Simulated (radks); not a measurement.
Question: Zr III, 38 electrons, occupied as [Kr] 4d(up 2, down 0). Method: scalar-relativistic Kohn-Sham, PBEsol, spin-polarised, spherical densities, finite nucleus; Fermi nuclear charge, rms radius 4.2694 fm; computed with a radial shooting solver on a logarithmic mesh with Libxc functionals. Some entries of the table are withheld. Estimate them.

orbital  occ.  eigenvalue (eV)  <r> (bohr)  <r^2> (bohr^2)
1s down     1        -17827.50     0.03708        0.001854
1s up       1        -17827.49     0.03708        0.001854
2s up       1        -2482.840      0.1627         0.03120
2s down     1        -2482.673      0.1627         0.03120
2p up       3        -2216.170      0.1418         0.02457
2p down     3        -2216.048      0.1418         0.02456
3s up       1        -418.7394      0.4588          0.2414
3s down     1        -418.6425      0.4588          0.2414
3p up       3        -331.8875      0.4624          0.2492
3p down     3        -331.7804      0.4624          0.2492
3d up       5        -189.2247         (1)             (2)
3d down     5        -189.0627         (3)             (4)
4s up       1         -69.3731       1.215           1.674
4s down     1         -68.2864       1.209           1.656
4p up       3         -47.4120       1.368           2.143
4p down     3         -46.1310       1.358           2.114
4d up       2         -17.9222       1.994           4.717
4d down     0         -16.3295       1.995           4.744

Answer: 
(1) 3d up <r> (bohr): 0.4527
(2) 3d up <r^2> (bohr^2): 0.2480
(3) 3d down <r> (bohr): 0.4526
(4) 3d down <r^2> (bohr^2): 0.2478
